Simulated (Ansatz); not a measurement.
Calculated with Ansatz (gas phase, PBE0-D4/def2-TZVP geometries, no zero-point term in ΔE). CCSD(T)/CBS adds triple-zeta CCSD(T) − MP2 to the extrapolated MP2 energy (def2 sets, frozen cores). DFT in def2-TZVPP. def2 core potentials past Kr. For Cd, Ge outer-core shells are correlated without core-valence functions, which leaves a few kJ/mol of doubt a bond. Scalar relativity is left out up to krypton. Each species was taken in one conformer, which may not be the lowest.

Reaction (redistribution): `[CH3][Cd][Cl]` + `F[CH2][GeH2][SH]` → `[CH3][Cd][SH]` + `F[CH2][GeH2][Cl]`

| level | ΔE (kJ/mol) |
| --- | --- |
| r2SCAN-D4 | 15.6 |
| PBE0-D4 | 15.1 |
| HF/def2-TZVPP | 18.6 |
| CCSD/CBS(def2) | 16.7 |

Q: What does CCSD(T)/CBS give? (An estimate is asked.)

A: Ansatz gave: +15.8 kJ/mol. The listed levels differ from it by -0.2, -0.7, 2.8, 0.9 kJ/mol.

Largest T1 diagnostic among the species: 0.012.

In def2-TZVPP, CCSD(T) changes the Hartree–Fock value by −3.9 kJ/mol (the triples alone add −0.9 kJ/mol) and MP2 by −6.1 kJ/mol.
